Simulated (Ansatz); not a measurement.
The cluster Hg₆Te₃Br₆, relaxed as a singlet with RKS PBE-D4/def2-SVP in Ansatz, starting from the GFN1-xTB geometry. Force threshold 0.03 eV/Å.

In the def2 sets Hg, Te take a core potential; there is no spin–orbit coupling. Single mean-field runs in def2-SVP are fitted with def2-universal-jkfit. Another isomer (singlet) lies 0.36 eV lower at PBE0-D4/def2-TZVP; other spin states weren't run for this one.

Start:

```xyz
15

Hg   -0.1903   -1.2774   -1.3848
Hg    3.0541   -1.1118    1.1047
Hg   -0.3432   -1.6710    2.3401
Hg    1.0667    2.5174    0.6941
Hg    1.9724    0.1398   -2.6103
Hg   -3.4312    0.6741   -0.7775
Te   -1.0220    0.6039    0.6188
Te    1.2090   -3.0772    0.2719
Te    3.3643    1.2389   -0.4766
Br    1.6835   -0.2265   -5.0396
Br   -2.0534   -2.6009    3.8446
Br   -5.6660    1.6692   -0.8999
Br    1.9555   -0.4882    3.3980
Br    1.0180    4.8673    1.4228
Br   -2.6174   -1.2575   -2.5063
```

```csv
step,energy (eV),largest force component (eV/Å),SCF passes
1,-467120.4096,1.048,24
2,-467120.9505,0.511,28
3,-467121.2156,0.394,28
4,-467121.4317,0.368,27
5,-467121.6217,0.266,27
6,-467121.7645,0.192,23
7,-467121.8807,0.167,23
8,-467121.9405,0.533,23
9,-467121.9789,0.394,22
10,-467122.0220,0.336,22
11,-467122.0572,0.149,22
13,-467122.0883,0.214,22
15,-467122.1078,0.086,21
17,-467122.1244,0.082,20
19 (rejected),-467122.1250,0.147,22
21,-467122.1474,0.031,20
23,-467122.1639,0.088,20
25,-467122.1741,0.133,21
27,-467122.1780,0.135,21
29,-467122.1865,0.074,22
31,-467122.1945,0.043,22
33,-467122.1994,0.022,20
34,-467122.1999,0.015,20
```

Force components are those of the run's own axes.

End:

Cartesian coordinates in Å:
```
Hg -0.932 -2.024 -0.860
Hg 2.212 -0.174 1.206
Hg 0.446 -3.640 2.216
Hg 0.380 3.270 0.707
Hg 1.606 0.702 -2.172
Hg -2.433 1.637 -1.433
Te -1.140 1.051 0.857
Te 1.510 -2.932 -0.175
Te 3.433 1.597 -0.471
Br -0.232 -0.296 -3.557
Br -0.660 -4.639 4.185
Br -3.654 2.420 -3.431
Br 1.309 -0.873 3.508
Br 1.525 5.468 0.664
Br -3.369 -1.569 -1.246
```

Bonds lost: Hg1–Hg5, Hg1–Te7, Hg3–Te7, Hg4–Te9, Hg6–Br15 (atoms count from 1).

The force fell under the threshold at step 32, but the optimiser went on. No frequencies were taken in this run, so the end may be a saddle point.

Hardware: 2 threads of AMD EPYC 7R13 on a shared host and a share (18 GiB) of an NVIDIA H100 80GB HBM3. Wall time 2.9 min, peak host memory 1.1 GiB.
